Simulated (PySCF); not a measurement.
C4H6ClF, SMILES C[C@H](/C=C\Cl)F.

The structure is a stationary point at PBE-D3(BJ)/def2-SVP. The structure was generated by enumeration; whether it is a known compound was not checked. Other conformers were not sampled.

Computed with PySCF with PBE-D3(BJ)/def2-SVP.

Frequencies are harmonic and unscaled.

| mode | ν (cm⁻¹) | IR (km/mol) | moving atoms (share of kinetic energy) |
|---|---|---|---|
| 1 | 44 | 2.6 | C 45 %, F 19 %, H 18 %, Cl 18 % |
| 2 | 143 | 1.9 | Cl 43 %, C 29 %, F 18 %, H 10 % |
| 3 | 235 | 1.0 | C 54 %, H 32 %, F 11 % |
| 4 | 254 | 0.1 | H 89 % |
| 5 | 367 | 5.4 | F 38 %, C 38 %, H 22 % |
| 6 | 407 | 1.6 | C 47 %, F 22 %, H 22 %, Cl 10 % |
| 7 | 515 | 0.4 | C 64 %, H 32 % |
| 8 | 603 | 7.0 | C 65 %, F 15 %, H 11 %, Cl 9 % |
| 9 | 693 | 45.0 | H 73 %, C 26 % |
| 10 | 732 | 29.2 | C 65 %, Cl 21 %, H 13 % |
| 11 | 859 | 12.8 | H 49 %, C 44 % |
| 12 | 895 | 1.2 | H 78 %, C 21 % |
| 13 | 925 | 7.0 | H 52 %, C 33 %, F 15 % |
| 14 | 1059 | 48.4 | H 48 %, C 45 % |
| 15 | 1079 | 57.7 | C 62 %, H 31 % |
| 16 | 1114 | 35.7 | C 49 %, H 47 % |
| 17 | 1158 | 1.8 | H 78 %, C 19 % |
| 18 | 1255 | 10.8 | H 80 %, C 20 % |
| 19 | 1299 | 6.3 | H 78 %, C 21 % |
| 20 | 1324 | 17.3 | H 62 %, C 37 % |
| 21 | 1334 | 19.6 | H 75 %, C 25 % |
| 22 | 1407 | 3.8 | H 95 % |
| 23 | 1416 | 3.2 | H 94 % |
| 24 | 1656 | 33.3 | C 95 % |
| 25 | 2965 | 15.1 | H 92 % |
| 26 | 2980 | 11.0 | H 97 % |
| 27 | 3080 | 11.2 | H 90 %, C 10 % |
| 28 | 3084 | 7.9 | H 91 %, C 9 % |
| 29 | 3108 | 0.6 | H 92 % |
| 30 | 3150 | 2.5 | H 91 %, C 9 % |
